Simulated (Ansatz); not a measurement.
Cost and result for the atomization energy of CH₅F₃Si₂, SMILES `C[SiH](F)[SiH](F)F` (11 atoms, 10 bonds).

```xyz
11

C     1.5863   -0.0010   -0.7225
Si    0.4106   -0.3736    0.6655
F     0.8652    0.4287    1.9831
Si   -1.7783    0.3242    0.1404
F    -2.8150   -0.2140    1.2234
F    -2.1760   -0.3366   -1.2580
H     2.6003   -0.3166   -0.4654
H     1.6064    1.0661   -0.9548
H     1.2793   -0.5404   -1.6231
H     0.4175   -1.8226    0.9984
H    -1.9963    1.7858    0.0130
```

Charge 0, multiplicity 1. Geometry: relaxed with PBE0-D4/def2-TZVP. It is one conformer, not always the lowest. Program: Ansatz. All runs use 4 threads of an INTEL XEON PLATINUM 8581C on a shared host. Times are those of one run each, without the atoms' runs, and a repeat can differ threefold. Electronic energies, without spin–orbit coupling; frozen cores. CCSD(T)/CBS adds CCSD(T) − MP2 in def2-TZVPP to the MP2 limit, and its time is that of the two runs behind it. T1 = 0.012. B3LYP takes the VWN-RPA correlation (the form of Gaussian; ORCA's B3LYP/G).

CCSD(T)/CBS is a level of theory with its own doubt, some kJ/mol a heavy atom from the limit and from the frozen cores, so smaller differences don't rank the functionals.

```tsv
level	functions	wall time	atomization (kJ/mol)	difference from CCSD(T)/CBS	per bond
PBE-D4/def2-TZVPP (with forces)	278	2.1 s	4258.5	7.2	0.7
PBE0-D4/def2-TZVPP	278	2.7 s	4190.1	-61.2	-6.1
r2SCAN-D4/def2-TZVPP (with forces)	278	3.4 s	4237.7	-13.6	-1.4
B3LYP-D4/def2-TZVPP (with forces)	278	4.1 s	4210.7	-40.6	-4.1
B2PLYP/def2-TZVPP	278	4.6 s	4184.9	-66.4	-6.6
ωB97X-V/def2-TZVPP	278	6 s	4249.7	-1.6	-0.2
ωB97M-V/def2-TZVPP (with forces)	278	8.5 s	4234.0	-17.3	-1.7
MP2/def2-QZVPP	518	19 s	4300.4	49.1	4.9
CCSD(T)/def2-TZVPP	278	2.8 min	4131.0	-120.3	-12.0
CCSD(T)/CBS(def2)	–	3.1 min	4251.3	0.0	0.0
```

The D4 term adds +37.6 kJ/mol with B3LYP and +19.9 kJ/mol with PBE0; it sums over pairs of atoms, weighted by their polarisabilities, and B3LYP, whose exchange is more repulsive, gets the larger term. In def2-TZVPP, CCSD(T) changes the Hartree–Fock value by +918.6 kJ/mol (the triples alone add +51.2 kJ/mol) and MP2 by +1014.3 kJ/mol; breaking electron pairs costs correlation energy, which Hartree–Fock lacks. From PBE to PBE0 (25 % exact exchange), in def2-TZVPP and without D4, the atomization energy moves by −64.9 kJ/mol: exact exchange takes away binding that semilocal exchange gives to molecules.
